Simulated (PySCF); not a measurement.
SMILES C=[CH][Ge]([NH2])([NH2])[CH3] (C3H10GeN2) (GFN2-xTB optimised geometry):

```
16

C     -1.728     0.656    -0.930
C     -0.920     0.182     0.000
Ge    -0.153    -1.660     0.000
C     -0.765    -2.719    -1.550
N      1.676    -1.660     0.000
N     -0.560    -2.593     1.520
H     -2.032     0.054    -1.772
H     -2.126     1.660    -0.901
H     -0.642     0.825     0.828
H     -0.463    -2.259    -2.486
H     -1.846    -2.823    -1.554
H     -0.325    -3.709    -1.497
H      2.126    -1.373     0.857
H      2.111    -1.162    -0.763
H     -0.101    -2.295     2.368
H     -1.545    -2.695     1.718
```

Computed with CAM-B3LYP/def2-TZVP (PySCF).

What are the frontier orbital energies and the dipole moment?

HOMO-2 -9.47 eV, HOMO-1 -8.45 eV, HOMO -8.19 eV, LUMO 0.99 eV, LUMO+1 1.51 eV; dipole moment 1.84 D.

On the same geometry PBE/def2-TZVP run with PySCF 2.14.0 gives HOMO-2 -6.85 eV, HOMO-1 -5.58 eV, HOMO -5.42 eV, LUMO -1.08 eV, LUMO+1 -0.06 eV; dipole moment 1.59 D.

Meta-Löwdin charges at CAM-B3LYP/def2-TZVP: C1 -0.24, C2 -0.34, Ge3 0.99, C4 -0.57, N5 -0.72, N6 -0.72, H7 0.11, H8 0.12, H9 0.11, H10 0.12, H11 0.12, H12 0.14, H13 0.22, H14 0.22, H15 0.22, H16 0.22.
